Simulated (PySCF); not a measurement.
Al(Cl)(Me)(NCO) (C2H3AlClNO), SMILES [CH3][Al]([Cl])[N]=C=O.

Geometry: PBE-D3(BJ)/def2-SVP. The structure was generated by enumeration; whether it is a known compound was not checked. One conformer was computed; it need not be the lowest.

Two levels are set side by side: TDDFT-PBE/def2-SVPD (PySCF) and TDDFT-B3LYP/def2-SVPD (PySCF). Vertical, same geometry. The lowest singlet is HOMO→LUMO 100 % with PBE and HOMO→LUMO 98 % with the other functional; states are paired by order. Differences are taken from unrounded values.

```json
[
 {"quantity": "lowest singlet excitation (eV)", "TDDFT-B3LYP": "5.84", "TDDFT-PBE": "5.34", "TDDFT-PBE minus TDDFT-B3LYP": "-0.50"},
 {"quantity": "lowest triplet excitation (TDA) (eV)", "TDDFT-B3LYP": "5.69", "TDDFT-PBE": "5.22", "TDDFT-PBE minus TDDFT-B3LYP": "-0.48"},
 {"quantity": "first bright state (f over 0.05) (eV)", "TDDFT-B3LYP": "6.41", "TDDFT-PBE": "5.99", "TDDFT-PBE minus TDDFT-B3LYP": "-0.43"},
 {"quantity": "its oscillator strength", "TDDFT-B3LYP": "0.07", "TDDFT-PBE": "0.09", "TDDFT-PBE minus TDDFT-B3LYP": "0.03"}
]
```

A lower first singlet is the usual sign of a functional without exact exchange. Differences between two approximate levels are no errors against the true value.

Rough cost on one machine, each run with all the roots and properties that it gave: TDDFT-B3LYP against TDDFT-PBE about 4 times.
